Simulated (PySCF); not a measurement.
A calculated (BHandHLYP, PySCF 2.14, aug-cc-pVQZ, no relativity, point nucleus) atom or ion has these occupied shells.

| shell | electrons | orbital energy (eV) | rms radius, mean of both spins (bohr) |
| --- | --- | --- | --- |
| 1s α | 1 | -119.89 | 0.487 |
| 1s β | 1 | -119.58 | 0.487 |
| 2p α | 2 | -4.660 | 3.23 |

Question: Name the element and its charge.

Answer: Be (beryllium, neutral), in [He] 2p2, high-spin 3P determinant (an excited configuration).
